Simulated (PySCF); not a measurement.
Rigid-rotor lines calculated for a species of formula C2H8BOP (commonest isotopes; PySCF 2.14.0, PBE0-D3(BJ)/def2-SVP geometry optimisation, gas phase), labelled J(Ka,Kc):

```csv
transition,MHz
"2(0,2) ← 1(0,1)",6653.4
"1(0,1) ← 0(0,0)",3328.3
"1(1,1) ← 0(0,0)",12025.1
"2(1,1) ← 1(1,0)",6849.1
"2(1,2) ← 1(1,1)",6464.2
```

Task: Find the rotational constants.

Result: 1(0,1) ← 0(0,0) is B + C, 2(1,1) ← 1(1,0) is 3B + C and 2(1,2) ← 1(1,1) is B + 3C, so B − C is half the difference of the last two, 192.5 MHz. 1(1,1) ← 0(0,0) is A + C. A = 10457.2, B = 1760.4, C = 1567.9 MHz.

Task: What moments of inertia, asymmetry and inertial defect follow?

Result: I = 505379 MHz·u·Å² over each constant: Ia = 48.33, Ib = 287.09, Ic = 322.32 u·Å²; κ = (2B − A − C)/(A − C) = -0.957 (near-prolate asymmetric top); Δ = Ic − Ia − Ib = -13.09 u·Å².

Task: Which dipole components do these lines need?

Result: μa and μb (a-type: ΔKa even, ΔKc odd; b-type: both odd). The calculation gives |μa| = 1.20 D, |μb| = 1.07 D, |μc| = 0.91 D.

Task: Predict further lines from these constants: 3(1,3) ← 2(1,2); 3(2,2) ← 2(2,1); 3(2,1) ← 2(1,2); 3(3,1) ← 2(2,1); 2(2,1) ← 2(1,2); 3(3,1) ← 2(2,0); 2(2,1) ← 1(1,0); 1(1,0) ← 1(0,1); 3(1,2) ← 3(1,3); 3(1,3) ← 2(0,2); 2(1,1) ← 2(1,2).

Result: 
```
     transition    MHz  type  branch
2(1,1) ← 2(1,2)    577     a       Q
3(1,2) ← 3(1,3)   1155     a       Q
1(1,0) ← 1(0,1)   8889     b       Q
3(1,3) ← 2(1,2)   9694     a       R
3(2,2) ← 2(2,1)   9985     a       R
3(1,3) ← 2(0,2)  18202     b       R
2(2,1) ← 2(1,2)  26668     b       Q
2(2,1) ← 1(1,0)  32940     b       R
3(2,1) ← 2(1,2)  36669     b       R
3(3,1) ← 2(2,0)  53949     b       R
3(3,1) ← 2(2,1)  53952     c       R
```

Task: Which structure gave them?

Result: `CCOBP`, point group C1. Three constants can't fix a structure by themselves; this is the one that was computed:
```xyz
13
C2H8BOP angstrom
C     -2.036   -0.536   -0.555
C     -0.647   -0.435    0.026
O     -0.171    0.891   -0.119
B      1.127    1.234   -0.098
P      2.566   -0.047    0.027
H     -2.027   -0.301   -1.629
H     -2.716    0.171   -0.056
H     -2.433   -1.553   -0.425
H      0.040   -1.137   -0.480
H     -0.653   -0.695    1.098
H      1.379    2.405   -0.275
H      3.469    0.786    0.744
H      2.111   -0.790    1.156
```

The values belong to one conformer (point group C1) with, in the numbering `[CH3:1][CH2:2][O:3][BH:4][PH2:5]`, C1–C2–O3–B4 -159°, C2–O3–B4–P5 4°, O3–B4–P5–H -149° and -51°. No PBE0-D3(BJ)/def2-SVP frequencies stand behind this structure, so it isn't proved a minimum. Constants of a rigid frame at the computed geometry: no zero-point averaging, no centrifugal distortion. A rigid rotor knows nothing of internal rotation, which can split or shift real lines. Quadrupole hyperfine structure (11B) is left out.
